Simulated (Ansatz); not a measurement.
`[CH3][AlH][OH]` + `[Cl][SbH2]` → `[OH][AlH][SbH][Cl]` + CH₄ at 600 K and 1 bar (formal exchange of groups at the Al–C bond).

Program: Ansatz. Geometries: PBE0-D4/def2-TZVP. ΔE: electronic, gas phase. CCSD(T)/CBS adds triple-zeta CCSD(T) − MP2 to the extrapolated MP2 energy (def2 sets, frozen cores). This one scheme is used for every species. Elements past krypton have def2 core potentials. For Sb outer-core shells are correlated without core-valence functions, which leaves a few kJ/mol of doubt a bond. One conformer a species, not always the lowest.

```tsv
species	CCSD(T)/CBS energy (Eh)	H − E (kJ/mol)	S (J/(mol·K))
`[CH3][AlH][OH]`	-358.31021	194.9	376.4
`[Cl][SbH2]`	-701.00845	67.5	318.9
`[OH][AlH][SbH][Cl]`	-1018.88275	133.3	449.0
CH₄	-40.46206	140.4	215.7
```

H − E and S are ideal-gas, rigid-rotor, harmonic terms from PBE0-D4/def2-TZVP, for one conformer and one mirror image of each species. 1 Eh = 2625.50 kJ/mol, R = 8.31446 J/(mol·K).

Question: By hand: ΔE, ΔH, ΔS and ΔG.

Answer: ΔE = (-1018.88275) + (-40.46206) − (-358.31021) − (-701.00845) = -0.02615 Eh = -68.7 kJ/mol. Δ(H − E) = 133.3 + 140.4 − 194.9 − 67.5 = 11.3, so ΔH = -57.4 kJ/mol. ΔS = 449.0 + 215.7 − 376.4 − 318.9 = -30.6 J/(mol·K). ΔG = -57.4 − 600 × (-30.6)/1000 = -39.0 kJ/mol.

Question: By hand: the equilibrium constant, and the temperature at which ΔG would vanish if ΔH and ΔS stayed fixed.

Answer: log₁₀ K = −ΔG/(RT ln 10) = 3.4. ΔG = 0 at ΔH/ΔS = 1876 K.

ΔH outweighs TΔS. A doubt of 5 kJ/mol in ΔE shifts log₁₀ K by 0.4 here. Other conformers and mirror images would add mixing entropy, several J/(mol·K) or more a flexible species. Modes under 60 cm⁻¹, often nearly free rotors, make the harmonic entropy too high. These are equilibria of isolated gas molecules and say nothing of rates. Largest T1 diagnostic: 0.014 (customary marks: 0.02 for closed shells, 0.045 for open ones).
